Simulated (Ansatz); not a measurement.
Reactions of Br2GaHO (`[OH][Ga]([Br])[Br]`).

Calculated with Ansatz (gas phase, PBE0-D4/def2-TZVP geometries, no zero-point term in ΔE). CCSD(T)/CBS adds triple-zeta CCSD(T) − MP2 to the extrapolated MP2 energy (def2 sets, frozen cores). This one scheme is used for every species, atoms too. DFT in def2-TZVPP. No spin–orbit coupling; open shells (•) take unrestricted orbitals. Spin–orbit coupling would lower the free atoms: a little for O; clearly for Br, Ga. For Br, Ga outer-core shells are correlated without core-valence functions, so the limit isn't a true one: a few kJ/mol of doubt a bond, and 10 to 20 or more in all where bonds break to atoms. Scalar relativity is left out up to krypton. One conformer a species, not always the lowest.

```csv
reaction,B2PLYP (kcal/mol),revPBE-D4 (kcal/mol)
`[OH][Ga]([Br])[Br]` → Br• + `[OH][Ga][Br]`•,87.0,84.7
`[OH][Ga]([Br])[Br]` + H–F → `[F][Ga]([Br])[Br]` + H₂O,-5.2,-4.7
`[OH][Ga]([Br])[Br]` → 2 Br• + Ga• + H• + O•,346.7,345.4
`[OH][Ga]([Br])[Br]` + H₂ → `[OH][GaH][Br]` + HBr,22.6,23.0
`[OH][Ga]([Br])[Br]` + NH₃ → `[NH2][Ga]([Br])[Br]` + H₂O,3.8,3.7
`[OH][Ga]([Br])[Br]` + HBr → `[Br][Ga]([Br])[Br]` + H₂O,-14.9,-15.7
`[OH][Ga]([Br])[Br]` + H₂O → `[OH][Ga]([OH])[Br]` + HBr,15.5,16.4
```

Task: Give the CCSD(T)/CBS values in the same order. (An estimate is asked.)

Result: Computed: 94.6, -3.9, 359.7, 23.2, 1.7, -16.3, 16.7 kcal/mol.

Largest T1 diagnostic: 0.014, for `[OH][Ga][Br]`•.
